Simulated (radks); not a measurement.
Problem. Radial electron density D(r) = 4 pi r^2 rho(r) of an atom or ion with 63 electrons. Calculated with a radial shooting solver on a logarithmic mesh with Libxc functionals: Dirac Kohn-Sham, PBE, spin-unpolarised, spherical densities, finite nucleus; Fermi nuclear charge, rms radius of each element as measured or else 0.836 A^(1/3) + 0.57 fm.

```
   r/bohr * D(r) (the largest magnitude, 119, reaches the edge; | marks zero)
 0.002521 |         *
 0.002935 |           *
 0.003417 |             *
 0.003977 |                *
  0.00463 |                    *
  0.00539 |                        *
 0.006275 |                           *
 0.007306 |                               *
 0.008505 |                                   *
 0.009901 |                                      *
  0.01153 |                                        *
  0.01342 |                                          *
  0.01562 |                                         *
  0.01819 |                                        *
  0.02117 |                                       *
  0.02465 |                                     *
  0.02869 |                                     *
   0.0334 |                                      *
  0.03889 |                                          *
  0.04527 |                                               *
   0.0527 |                                                   *
  0.06135 |                                                      *
  0.07142 |                                                     *
  0.08315 |                                                 *
   0.0968 |                                            *
   0.1127 |                                         *
   0.1312 |                                          *
   0.1527 |                                              *
   0.1778 |                                                *
    0.207 |                                             *
    0.241 |                                    *
   0.2805 |                          *
   0.3266 |                     *
   0.3802 |                      *
   0.4426 |                        *
   0.5152 |                         *
   0.5998 |                     *
   0.6983 |               *
   0.8129 |          *
   0.9464 |       *
    1.102 |     *
    1.283 |    *
    1.493 |  *
    1.738 | *
    2.024 |*
    2.356 *
    2.743 *
    3.193 *
    3.717 *
    4.327 *
    5.037 *
    5.864 *
    6.827 *
    7.948 *
    9.252 *
```

What is the nuclear charge?

Solution. Z = 67. The innermost maximum, from 1s, lies near gamma/Z bohr with gamma = sqrt(1 - (Z/c)^2) = 0.872, here 0.013 bohr (found: 0.0144), and its height grows with Z. The density is that of the holmium ion Ho4+ in [Xe] 4f8 5f1; the configuration itself is not fixed sharply by these data, and Z only to a few units. D(r) has 4 maxima, at r = 0.0144, 0.0639, 0.178, 0.479 bohr, and minima at 0.0278, 0.116, 0.345 bohr, inside which lie 2.02, 11.17, 29.51 electrons.
